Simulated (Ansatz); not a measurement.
`F/C(S)=C\[SiH3]` + H₂ → `C=C(F)S` + SiH₄ at 700 K and 1 bar (hydrogenolysis of a C–Si bond).

Gas-phase electronic energies from Ansatz, PBE0-D4/def2-TZVP geometries. CBS: MP2 limit from def2 TZ/QZ plus the TZ coupled-cluster correction, frozen cores. This one scheme is used for every species. One conformer a species, not always the lowest.

```
          species  CCSD(T)/CBS energy (Eh)  H − E (kJ/mol)  S (J/(mol·K))
`F/C(S)=C\[SiH3]`               -865.72028           233.9          476.1
               H₂                 -1.17544            46.8          155.3
        `C=C(F)S`               -575.43615           167.9          372.3
             SiH₄               -291.46306           115.5          252.9
```

H − E and S are ideal-gas, rigid-rotor, harmonic terms from PBE0-D4/def2-TZVP, for one conformer and one mirror image of each species. The MP2-based limit puts H₂ 0.8 mEh under its directly extrapolated value; such offsets cancel only in part. 1 Eh = 2625.50 kJ/mol, R = 8.31446 J/(mol·K).

By hand: ΔE, ΔH, ΔS and ΔG.

ΔE = (-575.43615) + (-291.46306) − (-865.72028) − (-1.17544) = -0.00349 Eh = -9.2 kJ/mol. Δ(H − E) = 167.9 + 115.5 − 233.9 − 46.8 = 2.7, so ΔH = -6.5 kJ/mol. ΔS = 372.3 + 252.9 − 476.1 − 155.3 = -6.2 J/(mol·K). ΔG = -6.5 − 700 × (-6.2)/1000 = -2.2 kJ/mol.

By hand: the equilibrium constant, and the temperature at which ΔG would vanish if ΔH and ΔS stayed fixed.

log₁₀ K = −ΔG/(RT ln 10) = 0.2. ΔG = 0 at ΔH/ΔS = 1048 K, though so small a ΔH makes that figure unsure.

TΔS isn't small against ΔH here. The sign of ΔG lies within the doubt. A doubt of 5 kJ/mol in ΔE shifts log₁₀ K by 0.4 here. Other conformers and mirror images would add mixing entropy, several J/(mol·K) or more a flexible species. Modes under 60 cm⁻¹, often nearly free rotors, make the harmonic entropy too high. These are equilibria of isolated gas molecules and say nothing of rates. Largest T1 diagnostic: 0.013 (customary marks: 0.02 for closed shells, 0.045 for open ones).
